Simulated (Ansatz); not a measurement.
`[F][Ga@H-]1[OH+][Ga@@H-]([F])[OH+]1`, charge 0, multiplicity 1.

Problem. Give a relaxed structure at PBE0-D4/def2-TZVP (the Gaussian-basis code of Ansatz). (Estimate.)

Solution. The calculation gave: 
Cartesian coordinates in Å:
```
F -1.349 -1.427 -1.534
Ga -1.061 0.226 -0.996
O 0.874 0.386 -0.901
Ga 1.022 0.243 1.032
F 1.581 -1.404 1.317
O -0.914 0.097 0.939
H -1.821 1.451 -1.542
H 1.336 -0.316 -1.371
H 1.579 1.477 1.767
H -1.249 -0.734 1.290
```
Point group C2v.
This is one stationary point; other conformers may exist.
